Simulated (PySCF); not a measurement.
HP, SMILES [PH], multiplicity 3. Coordinates come from a PBE-D3(BJ)/def2-TZVPD optimisation.

All values below come from PySCF 2.14.0 with PBE-D3(BJ)/def2-TZVPD.

Harmonic wavenumbers (cm⁻¹): 2290. Rotational constants (GHz): 249.6 (linear); symmetry number 1.

Problem. Work out the zero-point energy and the ideal-gas rigid-rotor harmonic-oscillator thermochemistry at 298.15 K and 1 atm.

Solution. ZPE = ½ Σ hcν = ½ × 2290 cm⁻¹ = 13.70 kJ/mol. H − E(el) = 22.37 kJ/mol. Entropy in J/(mol K): translation 151.96, rotation 35.04, vibration 0.00, spin 9.13, total 196.14. G − E(el) = -36.11 kJ/mol. Cp = 29.12 J/(mol K).
